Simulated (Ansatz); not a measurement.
Calculated with Ansatz (gas phase, PBE0-D4/def2-TZVP geometries, no zero-point term in ΔE). CCSD(T)/CBS adds triple-zeta CCSD(T) − MP2 to the extrapolated MP2 energy (def2 sets, frozen cores). Functionals use def2-TZVPP. B3LYP here is the variant with VWN-RPA as its local correlation; programs differ in this. Each species was taken in one conformer, which may not be the lowest.

Consider the redistribution: `CO[SiH]1OC1=N` + `F[SiH]1CO1` → `N=C1O[SiH2]1` + `CO[Si]1(F)CO1`.

| level | ΔE (kJ/mol) | difference from CCSD(T)/CBS |
| --- | --- | --- |
| PBE-D4 | 15.4 | -0.3 |
| r2SCAN-D4 | 13.3 | -2.4 |
| PBE0-D4 | 13.8 | -1.9 |
| B3LYP-D4 | 14.8 | -0.9 |
| ωB97X-V | 16.2 | 0.5 |
| ωB97M-V | 16.3 | 0.6 |
| B2PLYP | 16.6 | 0.9 |
| PBE | 15.3 | -0.4 |
| r2SCAN | 13.2 | -2.5 |
| PBE0 | 13.6 | -2.1 |
| B3LYP | 14.7 | -1.0 |
| HF/def2-TZVPP | 11.2 | -4.5 |
| MP2/def2-TZVPP | 18.9 | 3.2 |
| SCS-MP2/def2-TZVPP | 18.1 | 2.4 |
| CCSD/def2-TZVPP | 15.2 | -0.5 |
| CCSD(T)/def2-TZVPP | 16.1 | 0.4 |
| HF/def2-QZVPP | 10.5 | -5.2 |
| MP2/def2-QZVPP | 18.4 | 2.7 |
| SCS-MP2/def2-QZVPP | 17.6 | 1.9 |
| HF/CBS(def2) | 10.5 | -5.2 |
| MP2/CBS(def2) | 18.5 | 2.8 |
| CCSD/CBS(def2) | 14.8 | -0.9 |
| CCSD(T)/CBS | 15.7 | 0 |

Largest T1 diagnostic among the species: 0.017.

In def2-TZVPP, CCSD(T) changes the Hartree–Fock value by +4.8 kJ/mol (the triples alone add +0.9 kJ/mol) and MP2 by +7.6 kJ/mol.
